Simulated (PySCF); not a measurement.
## Trend along the third period: MTe anions

PBE with double-zeta basis sets in PySCF, for the lowest determinant that a PBE0 search found; no spin–orbit coupling. De refers to high-spin ground-configuration atoms (the charge goes to the atom of lower measured ionisation energy or higher electron affinity, which is not always the lowest computed limit). A positive dipole points towards Te; it is taken about the centre of mass and depends on that origin.

```
 M                       basis  charged atom  state (unpaired electrons)  Re (Å)  ωe (cm⁻¹)  De (eV)  μ (D)
Na  aug-cc-pVDZ/aug-cc-pVDZ-PP           Te−      singlet (closed shell)   2.751        235     1.58  -3.60
Mg  aug-cc-pVDZ/aug-cc-pVDZ-PP           Te−               doublet (σ ↑)   2.588        307     1.76   1.43
Al                   def2-SVPD           Te−      singlet (closed shell)   2.490        350     3.84   2.46
Si                   def2-SVPD           Te−               doublet (π ↑)   2.435        374     3.74   2.90
 P                   def2-SVPD           Te−              triplet (π ↑↑)   2.397        376     3.25   2.52
```

The shortest bond is that of TeP⁻ (2.397 Å), the longest that of NaTe⁻ (2.751 Å).

The rows differ in basis set, which adds steps of its own.

The state changes along the series, so neighbouring rows are not always alike in their bonding.

Spin–orbit coupling is left out, which matters for elements this heavy, above all for dissociation energies. For an ion De counts to the pair picked by the measured ionisation energies or electron affinities, which need not be the lowest pair at this level. The highest Kohn–Sham level is positive in some of these anions. Much of that is self-interaction error, but it also means that the finite basis helps to hold the extra electron. States were picked by a PBE0 search and need not be the measured ground states.
